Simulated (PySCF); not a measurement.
A structure optimised at B3LYP-D3(BJ)/def2-SVP, used in a PySCF frequency run:

```
C
H 1 1.1012
H 1 1.1039 2 108.88
H 1 1.1039 2 108.88 3 -118.06
O 1 1.4186 2 107.60 3 120.97
Sb 5 1.9702 1 123.72 2 180.00
Cl 6 2.4007 5 97.88 1 48.96
Cl 6 2.4007 5 97.88 1 -48.96
```

Task: Write its SMILES, formula and point group.

Result: C[O][Sb]([Cl])[Cl], CH₃Cl₂OSb, Cs

Task: What are its rotational constants (standard atomic weights)?

Result: 1.6859, 1.4502, 1.2305 GHz
